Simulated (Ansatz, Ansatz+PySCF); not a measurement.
```tsv
atom	x (Å)	y (Å)	z (Å)
O	0.0000	0.0000	-0.5941
O	0.0000	0.0000	0.5941
```

Basis set: STO-3G (spherical functions). Frozen core: 2 orbitals. Charge 0, multiplicity 1.

Computed with Ansatz (development build ahead of 0.2.0); each method stands on the lowest determinant of its kind that the runs found. Restricted open shells among the atoms or ions are ROHF, correlated in semicanonical orbitals with singles.

The atomization energy at this shape (free ground-state atoms in the same class of orbitals less the molecule, no zero-point energy) of singlet O₂:

```csv
method,atomization energy
UHF-CCSDT(Q),3.51 eV
UHF-CCSD(T),3.28 eV
RHF-CCSDT(Q),2.44 eV
RHF-CCSD(T),2.24 eV
UHF-MP2,1.80 eV
UHF,0.02 eV
RHF,-1.62 eV
```

Q: What does RHF-MP2 give?

A: 1.62 eV. Caution: another spin multiplicity may lie lower. Caution for UHF-CCSDT(Q), UHF-CCSD(T), RHF-CCSDT(Q), RHF-CCSD(T), UHF-MP2, RHF-MP2: large amplitudes, a single reference is doubtful. Caution for UHF-CCSDT(Q), RHF-CCSDT(Q): the amplitudes may be one of several solutions. Caution for UHF-CCSDT(Q), UHF-CCSD(T), UHF-MP2, UHF: the determinant breaks the point group; the unrestricted determinant is a mixture of spin states. Caution for UHF-CCSD(T), RHF-CCSD(T): the program doubts this total. Caution for RHF-CCSDT(Q), RHF-CCSD(T), RHF-MP2, RHF: an unrestricted determinant lies well below. Caution for RHF: the molecule lies well above its atoms at this level.

This basis has no polarisation functions and is too small for such energies, which can lie far from measured ones in either direction.
